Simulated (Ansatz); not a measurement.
# Counterpoise correction, worked out

The pair of Ag⁺ (SMILES [Ag+], atom 1) and OH⁻ (SMILES [OH-], atoms 2–3), both closed shells, in one local arrangement (a lower one may exist), relaxed at PBE0-D4/def2-TZVP:

```
3
angstrom
Ag -0.0408 0.0546 -1.4670
O -0.2360 0.3157 0.5151
H 0.2768 -0.3705 0.9518
```

Ansatz 0.2.0; basis: def2-TZVPPD; cores frozen in the correlated methods. Filled d shells of the heavier atoms are correlated. Core potentials replace the inner electrons of the atoms past krypton.

MP2 total energies in eV:

| system | geometry | basis functions | energy |
| --- | --- | --- | --- |
| pair | pair | all | -6054.36700 |
| Ag⁺ | as in the pair | all (partner as ghosts) | -3986.46370 |
| OH⁻ | as in the pair | all (partner as ghosts) | -2059.91107 |
| Ag⁺ | as in the pair | its own | -3986.39973 |
| OH⁻ | as in the pair | its own | -2059.88383 |
| Ag⁺ | free (PBE0-D4 minimum) | its own | -3986.39973 |
| OH⁻ | free (PBE0-D4 minimum) | its own | -2059.88417 |

Problem. Work out the interaction energy with and without the counterpoise correction, the superposition error, and the binding energy from the relaxed fragments.

Solution. Without correction: -6054.36700 − (-3986.39973) − (-2059.88383) = -8.08344 eV.
With correction (each fragment in the whole basis): -6054.36700 − (-3986.46370) − (-2059.91107) = -7.99223 eV = -184.30 kcal/mol.
The superposition error is the difference, 0.09121 eV, 1 % of the uncorrected value: each fragment borrows its partner's functions.
Deformation from the free shapes: 0.00000 eV for Ag⁺ and 0.00034 eV for OH⁻.
Binding energy from relaxed fragments: -7.99223 + 0.00000 + 0.00034 = -7.99189 eV = -184.30 kcal/mol (electronic, without zero-point energy; negative means bound). For comparison, the corrected interaction energy by CCSD(T) at an estimated basis limit (MP2 extrapolated from triple and quadruple zeta, plus CCSD(T) − MP2 in triple zeta) is -8.223 eV.

T1 diagnostic: at most 0.039. The T1 diagnostic is large here, which may signal multireference character or strong orbital relaxation, so CCSD(T) is less sure.

For scale, one of the runs: CCSD(T)/def2-TZVPPD, 113 basis functions, launched by `ansatz run in.yaml --threads 2 --pin off --events-out ev --progress --plain --max-ram 5222MiB`. The run took about 5.5 s on 2 CPU threads of an Arm Neoverse V1 (shared host).
